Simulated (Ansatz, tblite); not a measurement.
Removing and adding an electron: WO₃ (the lowest singlet isomer of a short search). Total charge 0; singlet. Geometry: PBE0-D4/def2-TZVP. Ansatz, gas phase; energy differences of separate SCF runs; the oxidised species was run as a doublet alone; the reduced species was run as a doublet alone.

```xyz
4

W    -0.1931    0.2431    0.3524
O    -1.1375   -1.1309   -0.0515
O     1.3771   -0.3136    0.7622
O    -0.0465    1.2014   -1.0630
```

In the def2 sets W takes a core potential; there is no spin–orbit coupling. The xTB rows come from tblite. The structure comes from a short search, and lower isomers may exist.

**Question.** Estimate orbital energies and vertical ionisation energies and electron affinities at: GFN1-xTB; GFN2-xTB; PBE-D4/def2-TZVP; PBE-D4/def2-TZVPD; r2SCAN-D4/def2-TZVP; r2SCAN-D4/def2-TZVPD; PBE0-D4/def2-TZVP; PBE0-D4/def2-TZVPD.

**Answer.** 
| level | −HOMO (eV) | vertical IE (eV) | −LUMO (eV) | vertical EA (eV) | HOMO–LUMO gap (eV) | IE − EA (eV) |
| --- | --- | --- | --- | --- | --- | --- |
| GFN1-xTB | 12.42 | 16.05 | 8.20 | 5.00 | 4.22 | 11.05 |
| GFN2-xTB | 11.98 | 15.84 | 10.35 | 6.80 | 1.63 | 9.05 |
| PBE-D4/def2-TZVP | 7.31 | 10.88 | 5.53 | – | 1.79 | – |
| PBE-D4/def2-TZVPD | 7.38 | – | 5.56 | 2.86 | 1.81 | – |
| r2SCAN-D4/def2-TZVP | 7.65 | 10.99 | 5.35 | – | 2.30 | – |
| r2SCAN-D4/def2-TZVPD | 7.68 | – | 5.36 | 3.06 | 2.32 | – |
| PBE0-D4/def2-TZVP | 8.91 | 11.18 | 4.87 | – | 4.04 | – |
| PBE0-D4/def2-TZVPD | 8.95 | – | 4.88 | 3.14 | 4.07 | – |

Relaxing the oxidised species (PBE0-D4/def2-TZVP) changes its energy by -0.28 eV at PBE0-D4/def2-TZVP, so the adiabatic ionisation energy to this nearest minimum is 10.90 eV. At PBE-D4/def2-TZVP it is 10.82 eV.  Run but left out: HF/def2-TZVPP, MP2/def2-TZVPP, CCSD/def2-TZVPP, CCSD(T)/def2-TZVPP (charge +1 doublet: ⟨S²⟩ 1.84, where a pure state has 0.75).   Raw xTB energy differences between charge states are shifted by several eV; the methods need an empirical correction for them.
